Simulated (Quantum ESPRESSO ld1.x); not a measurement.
Q: Species: Nd22+. Configuration: [Kr] 4d2. All-electron calculation, Dirac Kohn-Sham, LDA (Slater exchange, Perdew-Zunger correlation), spin-unpolarised, spherical densities, point nucleus; open shells fill j = l - 1/2 first. Program: ld1.x of Quantum ESPRESSO 7.5. Some entries of the table are withheld. Estimate them.

| orbital | occ. | eigenvalue (eV) | <r^2> (bohr^2) |
|---|---|---|---|
| 1s1/2 | 2 | -43959.4 | 0.0007609 |
| 2s1/2 | 2 | -7643.78 | 0.01197 |
| 2p1/2 | 2 | -7269.58 | 0.008746 |
| 2p3/2 | 4 | -6749.79 | 0.009994 |
| 3s1/2 | 2 | -2134.94 | 0.08004 |
| 3p1/2 | 2 | (1) | 0.07487 |
| 3p3/2 | 4 | (2) | 0.08197 |
| 3d3/2 | 4 | -1594.71 | 0.06589 |
| 3d5/2 | 6 | -1571.70 | 0.06787 |
| 4s1/2 | 2 | -855.595 | 0.3590 |
| 4p1/2 | 2 | (3) | 0.3678 |
| 4p3/2 | 4 | (4) | 0.3937 |
| 4d3/2 | 2 | -659.004 | 0.4060 |
| 4d5/2 | 0 | -653.204 | 0.4137 |
| 4f5/2 | 0 | -530.170 | 0.3981 |
| 4f7/2 | 0 | -528.958 | 0.4008 |
| 5s1/2 | 0 | -453.415 | 1.152 |
| 5p1/2 | 0 | -425.672 | 1.212 |
| 5p3/2 | 0 | -414.684 | 1.276 |

A: 
(1) 3p1/2 eigenvalue (eV): -1975.84
(2) 3p3/2 eigenvalue (eV): -1870.38
(3) 4p1/2 eigenvalue (eV): -792.466
(4) 4p3/2 eigenvalue (eV): -764.100
